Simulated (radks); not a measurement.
Effect of the nuclear size on the silver ion Ag3+, [Kr] 4d8. Calculated with a radial shooting solver on a logarithmic mesh with Libxc functionals: Dirac Kohn-Sham, exchange-only LDA, spin-unpolarised, spherical densities, finite nucleus; open shells fill j = l - 1/2 first; Fermi nuclear charge, rms radius 4.5454 fm. The rms radius is varied about that value; shifts are against it.

rms radius (fm)  total energy shift (eV)  density at nucleus (e/bohr^3)  1s1/2 shift (meV)  2s1/2 shift (meV)  4s1/2 shift (meV)  4p1/2 shift (meV)  5s1/2 (empty) shift (meV)
3.7545                            -0.898                      1.489e+05               -378              -42.2              -1.53              0.065                     -0.226
4.3818                            -0.198                      1.458e+05              -83.3              -9.31             -0.338              0.014                     -0.050
4.5454                                 0                      1.451e+05              0.000              0.000              0.000              0.000                      0.000
4.7181                             0.216                      1.444e+05               90.8               10.1              0.368             -0.016                      0.054
5.109                              0.729                      1.428e+05                307               34.3               1.25             -0.053                      0.184

Slopes of the eigenvalues against <r^2> in GHz/fm^2, as finite differences over the two radii next to the reference (eigenvalue slopes, not the field-shift constants of lines): 1s1/2 13800, 2s1/2 1540, 4s1/2 55.8, 4p1/2 -2.36, 5s1/2 (empty) 8.24.
